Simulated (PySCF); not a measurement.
# Correlation energy of S⁺ (sulfur, charge +1)

[Ne] 3s1 3p4, high-spin 4P determinant (an excited configuration). Computed with PySCF 2.14 in x2c-QZVPPall with one added diffuse shell each of s, p, d, f type (10s7p5d3f1g, 86 functions), with the spin-free X2C one-electron Hamiltonian (Gaussian nucleus). Frozen: 1s2; 13 electrons correlated.

| level | correlation energy (mhartree) |
| --- | --- |
| CCSD | -310.58 |
| (T) | -12.43 |
| CCSD(T) | -323.01 |

Diagnostics: T1 = 0.012, D1 = 0.0535, largest double amplitude 0.172.

A double-excitation amplitude exceeds 0.15, a sign of near-degeneracy.

Cost of the coupled-cluster step: roughly 40 core-seconds, for 13 correlated electrons.

This basis was not built for core-valence correlation, so the inner-shell part is incomplete.
